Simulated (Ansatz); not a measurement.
`CC(C)(C)C(N)=O` → `NC=O` + `C=C(C)C`  (alkene loss)

Computed with Ansatz on PBE0-D4/def2-TZVP structures; ΔE is electronic, products minus reactants. CCSD(T)/CBS is the MP2 limit (def2-TZVPP, def2-QZVPP) plus CCSD(T) − MP2 in def2-TZVPP, frozen cores. This one scheme is used for every species. Functionals use def2-TZVPP. One conformer a species, not always the lowest.

```tsv
level	ΔE (kcal/mol)
LDA (SPW92)	35.5
r2SCANh-D4	28.2
CAM-B3LYP-D4	26.1
ωB97X-V	29.6
CCSD/def2-SVP	29.7
HF/def2-TZVPP	17.6
CCSD/def2-TZVPP	26.7
MP2/CBS(def2)	29.8
```

Question: What does CCSD(T)/CBS give? (Best estimate.)

Answer: The calculation gave: +27.5 kcal/mol. The listed levels differ from it by 8.0, 0.7, -1.4, 2.1, 2.2, -9.9, -0.8, 2.3 kcal/mol.

Largest T1 diagnostic among the species: 0.016.

Leaving LDA and LC-ωPBE aside and taking each functional with its dispersion term where it has one, the values, not all of them listed here, spread over 10.1 kcal/mol, from BLYP-D4 to PBE-QIDH. LDA lies +13.8 kcal/mol from PBE without D4. The D4 term adds +5.8 kcal/mol with B3LYP and +3.3 kcal/mol with PBE0; it sums over pairs of atoms, weighted by their polarisabilities, and B3LYP, whose exchange is more repulsive, gets the larger term.

B3LYP here is the variant with VWN-RPA as its local correlation; programs differ in this.
